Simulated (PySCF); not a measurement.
Computed IR spectrum (relative IR intensity) of a molecule CH₆FNSi. Coordinates come from a B3LYP-D3(BJ)/def2-SVP optimisation. Other conformers were not sampled. Level of theory: PySCF with B3LYP-D3(BJ)/def2-SVP. Frequencies are harmonic and unscaled.

```
ν (cm⁻¹)  relative intensity
--------  ------------------
201                      2.1
254                      4.8
290                      5.2
318                       13
417                       70
633                      5.5
683                      3.6
775                      4.2
817                      9.2
846                       18
893                       15
919                       84
954                      100
1280                      14
1546                      20
2258                      58
3120                     2.2
3569                     9.8
3660                      11
```

Q: Which structure fits?
A. CN[SiH2]F
B. C[SiH](N)F
C. N[SiH2]CF
D. NC[SiH2]F

A: B, C[SiH](N)F
